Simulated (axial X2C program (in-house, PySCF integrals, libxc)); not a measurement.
Worked dissociation energy of SrTe⁺: HF, without spin–orbit coupling

All values were computed with an in-house relativistic program for diatomic molecules. Spin-free means the one-electron spin-free X2C Hamiltonian. Basis: Te dyall-cv3z [11s12p8d4f1g], Sr dyall-cv3z [13s12p8d5f1g] (cores contracted in-house); Gaussian nuclei, density fitting, unrestricted open shells. Masses: Te 129.906 u, Sr 87.906 u.

Molecular state: M_S = 1/2, Λ = 1 (beyond evenly filled blocks: π+α, π+β, π-α).

```
E(Te) (2M_S = 2, M_L = 0)  : -6790.947672 hartree
E(Sr+) (2M_S = 1, M_L = 0) : -3177.180669 hartree
E(SrTe⁺) at Re             : -9968.165302 hartree
ωe                         : 185.9 cm⁻¹
```

Task: Work out De and D0.

Result: De = -6790.947672 + (-3177.180669) − (-9968.165302) = 0.03696 hartree = 1.006 eV. The zero-point energy is ωe/2 = 93 cm⁻¹ = 0.012 eV, so D0 = 0.994 eV.

One determinant describes the state; a PBE0 search over occupations chose it and may have missed a lower one. De is counted from the lowest determinant-based energies of the atoms at the same level, without counterpoise correction. The stretched end of a curve changes character and is left out. Spin-free De lacks the spin–orbit lowering of the heavy p-block atom, a tenth of an eV or more for 4p and 5p, up to an eV for 6p and one to two eV for 7p atoms, less what an open-shell molecule gains itself.

Hartree–Fock lacks correlation and underbinds, often by eV.

Each atomic determinant is the lowest at this level and need not be a pure term. Totals compare only within one Hamiltonian and basis.
